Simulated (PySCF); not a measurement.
Geometry:
| atom | x (Å) | y (Å) | z (Å) |
| --- | --- | --- | --- |
| C1 | -2.481 | -1.337 | 0.066 |
| C2 | -1.263 | -0.601 | -0.444 |
| C3 | 0.050 | -1.390 | -0.655 |
| C4 | 0.800 | -0.229 | -0.019 |
| C5 | 2.162 | -0.213 | 0.587 |
| C6 | 1.890 | 0.560 | -0.676 |
| C7 | -0.518 | 0.350 | 0.529 |
| B8 | -0.721 | 1.907 | 0.407 |
| O9 | 0.038 | 2.810 | 1.104 |
| O10 | -1.648 | 2.397 | -0.457 |
| H11 | -3.295 | -0.634 | 0.304 |
| H12 | -2.863 | -2.051 | -0.682 |
| H13 | -2.246 | -1.905 | 0.982 |
| H14 | -1.520 | -0.046 | -1.360 |
| H15 | 0.322 | -1.665 | -1.686 |
| H16 | 0.086 | -2.295 | -0.024 |
| H17 | 2.312 | 0.347 | 1.516 |
| H18 | 2.765 | -1.124 | 0.519 |
| H19 | 2.306 | 0.181 | -1.614 |
| H20 | 1.853 | 1.652 | -0.608 |
| H21 | -0.661 | 0.012 | 1.573 |
| H22 | 0.669 | 2.390 | 1.695 |
| H23 | -1.650 | 3.362 | -0.460 |

Geometry: PBE0-D3(BJ)/def2-SVP; GIAO shifts from PySCF 2.14.0 with density-fitted response routines, gas phase, non-relativistic, averaged over equivalent atoms.

At B97-2/pcSseg-1 (235 basis functions, 33 s wall time on 1 thread of an x86-64 server CPU, shared host):
```
      atoms  δ (ppm)
         C3     40.3
         C7     35.9
         C2     28.6
         C1     24.0
         C4     16.4
         C6     14.0
         C5     12.4
         B8     29.5
     O9/O10    119.5
    H22/H23     3.21
        H14     2.65
        H16     1.82
        H15     1.77
        H21     1.22
H11/H12/H13     1.10
        H20     0.50
        H18     0.36
        H19     0.33
        H17    -0.09
```

Referencing at the same level of theory: ¹³C (183.69 ppm) and ¹H (31.38 ppm) against TMS; ¹¹B (101.82 ppm) against BF3·OEt2; ¹⁷O (331.62 ppm) vs H2O.

What do these become at PBE0/pcSseg-1?

## Answers


```csv
atoms,δ at PBE0/pcSseg-1,change
C3,40.3,+0.0
C7,36.4,+0.5
C2,28.2,-0.4
C1,23.9,-0.1
C4,16.3,-0.1
C6,14.1,+0.1
C5,12.5,+0.1
B8,30.4,+0.9
O9/O10,125.5,+6.0
H22/H23,3.30,+0.09
H14,2.66,+0.01
H16,1.82,+0.00
H15,1.77,+0.00
H21,1.22,+0.00
H11/H12/H13,1.09,-0.01
H20,0.50,+0.00
H18,0.36,+0.00
H19,0.33,+0.00
H17,-0.10,-0.01
```

Scale: TMS for ¹³C (σ = 184.41 ppm) and ¹H (σ = 31.27 ppm); BF3·OEt2 for ¹¹B (σ = 100.73 ppm); H2O for ¹⁷O (σ = 334.56 ppm) (reference shieldings calculated alike).

The largest change is at O9/O10 (oxygen bonded to B, H). Cost: 235 basis functions, 37 s wall time on 1 thread of an x86-64 server CPU, shared host. The order of the carbon signals is the same at both levels.

A carbon bonded to boron is broadened by the quadrupolar boron nucleus and is often missing from a measured spectrum. Experimental scales use liquid or dissolved standards, which lie at an offset from isolated H2O (liquid H2O: subtract about 36 ppm).
